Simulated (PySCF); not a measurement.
**Dipole response of In⁺ (indium, charge +1)**

[Kr] 4d10 5s2, closed-shell 1S. Calculation: PySCF 2.14, in aug-cc-pVQZ-PP with ECP28MDF (7s7p5d3f2g, 92 functions); scalar relativity through the core potential. Coupled (time-dependent) response in atomic units; α is the mean over directions.

```
 method  mean α (bohr³)  C₆ (like pair)  S(−4)
LC-wPBE           25.93           177.6  284.6
```

S(−4) is the Cauchy moment in α(ω) = α(0) + S(−4) ω² + …

α(iu) at LC-wPBE:

```tsv
u (hartree)	α(iu) (bohr³)
0	25.93
0.0500	25.24
0.100	23.41
0.200	18.40
0.300	13.98
0.500	8.662
0.750	5.611
1.00	4.072
1.50	2.533
2.00	1.755
3.00	0.9818
5.00	0.4219
```

For an ion, C₆ is the dispersion term alone; charge-induced terms of lower order in 1/R come first.

Energies and moments cover only the electrons outside the core potential.
